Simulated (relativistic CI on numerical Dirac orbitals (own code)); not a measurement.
## Magnetism of V³⁺, 3d2, in a crystal field

Calculated by Dirac-Coulomb-Breit CI, separate exchange-only KLI orbitals for each configuration, model QED, valence Slater integrals scaled by 0.8, one configuration in a parametric crystal field (own radial code).

Field parameters in Wybourne normalisation: D4h B²₀ = −7Ds, B⁴₀ = 21(Dq − Dt), B⁴₄ = 21√(5/14) Dq. The field is a parameter set, without covalency.

S is read from ⟨S²⟩ = S(S + 1).

Powder χT (cm³ K mol⁻¹) by Van Vleck's formula, with temperature-independent terms:

```tsv
Field	2 K	5 K	10 K	20 K	50 K	100 K	200 K	300 K
D4h, 10Dq = 20550, Ds = -1500, Dt = -220 cm⁻¹	0.0398	0.0685	0.0978	0.151	0.305	0.529	0.804	0.942
D4h, 10Dq = 20550, Ds = -1090, Dt = -220 cm⁻¹	0.0397	0.0695	0.0993	0.153	0.308	0.531	0.803	0.942
D4h, 10Dq = 20550, Ds = -680, Dt = -220 cm⁻¹	0.0395	0.0706	0.101	0.156	0.312	0.527	0.792	0.939
D4h, 10Dq = 20550, Ds = -270, Dt = -220 cm⁻¹	0.0487	0.122	0.244	0.394	0.526	0.624	0.794	0.937
D4h, 10Dq = 20550, Ds = 140, Dt = -220 cm⁻¹	0.16	0.395	0.641	0.779	0.844	0.876	0.925	0.972
D4h, 10Dq = 20550, Ds = 550, Dt = -220 cm⁻¹	0.241	0.559	0.777	0.866	0.903	0.923	0.953	0.982
D4h, 10Dq = 20550, Ds = 950, Dt = -220 cm⁻¹	0.299	0.649	0.834	0.9	0.927	0.942	0.965	0.987
D4h, 10Dq = 20550, Ds = 1360, Dt = -220 cm⁻¹	0.343	0.704	0.865	0.918	0.94	0.952	0.971	0.99
```

For D4h, 10Dq = 20550, Ds = -680, Dt = -220 cm⁻¹: what effective moment follows at 300 K?

μ_eff = √(8χT) = 2.74 μB. The ground level has S = 1.00; the spin-only moment for S = 1 is 2.83 μB. The difference comes from the orbital moment, spin-orbit mixing of terms and temperature-independent paramagnetism, all larger in this ionic model than in covalent complexes. The ground level is a non-magnetic singlet, so χT starts at zero and rises through temperature-independent paramagnetism and the filling of excited levels.
